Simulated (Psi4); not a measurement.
F3Sn, doublet, geometry from GFN2-xTB (such geometries of metal compounds can be far from the true shape) (the spin is typed, not shown lowest) (core potentials on Sn). Base run: Psi4 with CAM-B3LYP/def2-SV(P).

Here is a job for Psi4.
```
memory 2 GB

molecule mol {
0 2
Sn   -0.025325    0.045338    0.108720
F    -1.772595   -1.241490   -0.142447
F     0.032899    1.905935   -1.034413
F     1.880389   -0.916323    0.572862
}

set {
  basis def2-sv(p)
  reference uks
}

energy('cam-b3lyp')
print_variables()
```

The base run was repeated with changes; each row names its change, and settings that it needs were set with it.

| change | ΔE vs base (mEh) | point group used | SCF cycles |
|---|---|---|---|
| base | 0.000 | c1 | 11 |
| molecule keys = symmetry c1 | 0.000 | c1 | 11 |
| molecule keys = no_reorient | 0.000 | c1 | 11 |
| jitter_ang = 0.002 | -0.054 | c1 | 11 |
| molecule keys = symmetry c1, no_reorient, no_com | 0.000 | c1 | 11 |

Open shells are given as the SCF converged; they aren't shown to be the lowest states, and a large step between rows can be another state.
